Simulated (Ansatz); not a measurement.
Geometry optimisation, Ansatz 0.2.0, RKS PBE0-D4/def2-SVP.

Input:

```yaml
crystal:
  periodic: [false, false, false]
  atoms:
    - { symbol: B, position_ang: [0.005764, -0.491569, -0.407581] }
    - { symbol: F, position_ang: [-0.010449, 0.155283, 2.023802] }
    - { symbol: F, position_ang: [1.134795, 0.121393, -0.620606] }
    - { symbol: F, position_ang: [-1.135386, 0.063928, -0.697196] }
    - { symbol: Cl, position_ang: [0.038753, -2.227481, 0.144794] }
    - { symbol: H, position_ang: [0.103824, -0.736253, 2.238387] }
basis:
  gaussian: { orbitals: def2-SVP }
hamiltonian:
  xc: pbe0
  dispersion: d4
relax:
  f_tol: 0.03
  max_steps: 50
output:
  orbitals: {}
```

Launched with:

```bash
$ ansatz run input.yaml --threads 1 --pin off --max-ram 2048MiB --backend cpu --events-out ev --progress --plain --runs-dir out
```

Question: Where does it end, and by what steps?

Answer: The forces met the threshold. After 7 steps the energy has fallen by 0.053 eV; F2 moved furthest, 0.18 Å.

| step | energy less start (eV) | largest force component (eV/Å) | accepted |
| --- | --- | --- | --- |
| 0 | 0.0000 | 1.086 | yes |
| 1 | -0.0258 | 0.706 | yes |
| 2 | -0.0396 | 0.476 | yes |
| 3 | -0.0468 | 0.248 | yes |
| 4 | -0.0495 | 0.139 | yes |
| 5 | -0.0525 | 0.116 | yes |
| 6 | -0.0529 | 0.067 | yes |
| 7 | -0.0530 | 0.003 | yes |

```xyz
6
Properties=species:S:1:pos:R:3
B 0.019 -0.498 -0.309
F 0.013 0.137 1.842
F 1.140 0.118 -0.592
F -1.133 0.063 -0.583
Cl 0.063 -2.215 0.129
H 0.035 -0.720 2.195
```

Whether the end is a true minimum wasn't checked by a vibrational analysis.

Time of the run: 24 s on 1 thread of Arm Neoverse V1, on a shared host, peak memory 0.15 GiB.
